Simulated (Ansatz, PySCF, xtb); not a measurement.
Diatomic CuB, closed-shell singlet (lowest of 2S+1 = 1, 3 at CCSD(T)/def2-TZVPP on PBE0 minima; our sources give no spin for the ground state, which may be another). No spin–orbit coupling. Cu is treated without relativity.

Constants: fifth-degree fit in 1/R to seven points, most abundant isotopes. In def2 and cc sets the state is the lowest found near the PBE0 minimum, followed along R. The singlet is held restricted. HF and MP2 rows in def2 and cc sets belong to the determinant that coupled cluster picked by its CCSD energy.

Correlated levels freeze the inner cores; with def2 sets outer-core shells near the valence are correlated too. CBS(a, b) extrapolates the correlation energy as X⁻³ and adds the Hartree–Fock energy of set b. Rows in LANL2DZ carry no dispersion term and start afresh at each structure. LANL2DZ brings its own core potentials from Na on.

Programs: Ansatz (an electronic-structure program) with Gaussian orbitals; PySCF for LANL2DZ rows; xtb for the GFN methods. Each number belongs to the level named beside it.

```json
[
 {"level": "GFN2-xTB", "r_e (Å)": "1.965", "ω_e (cm⁻¹)": "463", "ω_e x_e (cm⁻¹)": "1.2", "dipole (D)": "-"},
 {"level": "SVWN5/def2-TZVPP", "r_e (Å)": "1.874", "ω_e (cm⁻¹)": "577", "ω_e x_e (cm⁻¹)": "3.1", "dipole (D)": "1.12"},
 {"level": "BP86/LANL2DZ", "r_e (Å)": "1.972", "ω_e (cm⁻¹)": "535", "ω_e x_e (cm⁻¹)": "3.9", "dipole (D)": "1.49"},
 {"level": "B97M-V/def2-TZVPP", "r_e (Å)": "1.943", "ω_e (cm⁻¹)": "___", "ω_e x_e (cm⁻¹)": "3.7", "dipole (D)": "1.24"},
 {"level": "B3LYP/LANL2DZ", "r_e (Å)": "2.007", "ω_e (cm⁻¹)": "499", "ω_e x_e (cm⁻¹)": "3.8", "dipole (D)": "1.75"},
 {"level": "B2PLYP/def2-TZVPP", "r_e (Å)": "1.913", "ω_e (cm⁻¹)": "531", "ω_e x_e (cm⁻¹)": "3.5", "dipole (D)": "-"},
 {"level": "SCS-MP2/def2-QZVPP", "r_e (Å)": "1.885", "ω_e (cm⁻¹)": "533", "ω_e x_e (cm⁻¹)": "4.0", "dipole (D)": "-"},
 {"level": "CCSD(T)/CBS(def2-TZVPP, def2-QZVPP)", "r_e (Å)": "___", "ω_e (cm⁻¹)": "___", "ω_e x_e (cm⁻¹)": "5.0", "dipole (D)": "-"}
]
```

**Question.** Fill in the missing entries.

**Answer.** 
- CCSD(T)/CBS(def2-TZVPP, def2-QZVPP), r_e (Å): 1.909
- CCSD(T)/CBS(def2-TZVPP, def2-QZVPP), ω_e (cm⁻¹): 545
- B97M-V/def2-TZVPP, ω_e (cm⁻¹): 534

Doubts at one or more of the structures used: a restricted determinant that unrestricted orbitals would lower (B2PLYP/def2-TZVPP, SCS-MP2/def2-QZVPP, CCSD(T)/CBS(def2-TZVPP, def2-QZVPP)).
